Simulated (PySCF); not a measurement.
Precursor series Ti Cl-F. Isolated molecules, 0 K electronic values unless said otherwise.

Computed with TPSSh-D3(BJ)/def2-TZVP // TPSS-D3(BJ)/def2-SVP in PySCF. All candidates: neutral, multiplicity 1. 

The HOMO is -9.40 eV and the HOMO–LUMO gap is 5.45 eV. The dipole moment comes out as 0.08 D.

**Question.** Identify which member has these values.
A. [Ti(Cl)3(F)]
B. [Ti(Cl)4]
C. [Ti(F)4]
D. [Ti(Cl)(F)3]

**Answer.** D, [Ti(Cl)(F)3]. The others give [Ti(Cl)4]: -8.92 eV, 4.61 eV, 0.00 D; [Ti(F)4]: -11.38 eV, 7.67 eV, 0.01 D; [Ti(Cl)3(F)]: -8.94 eV, 4.69 eV, 0.18 D
